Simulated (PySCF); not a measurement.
A structure optimised at PBE-D3(BJ)/def2-SVP, used in a PySCF frequency run:

```xyz
14

F     -0.9353     1.8570     0.5236
C     -2.0140     0.9453     0.5294
Si    -1.2987    -0.7982     0.9374
Si     0.9498    -0.4893     0.2935
F      1.6692    -1.9604     0.0592
Si     1.0195     0.7644    -1.7059
H     -2.4852     0.9555    -0.4780
H     -2.7682     1.3019     1.2633
H     -1.9916    -1.8494     0.1113
H     -1.4757    -1.1326     2.3947
H      1.7149     0.2139     1.3832
H      2.0596     0.1930    -2.6333
H     -0.3160     0.7011    -2.4004
H      1.3534     2.2000    -1.4125
```
Charge 0, spin multiplicity 1.

**Question.** Write its SMILES and formula.

**Answer.** FC[SiH2][Si@@H](F)[SiH3], CH8F2Si3

**Question.** What are its rotational constants (standard atomic weights)?

**Answer.** 1.9206, 1.3725, 0.90717 GHz
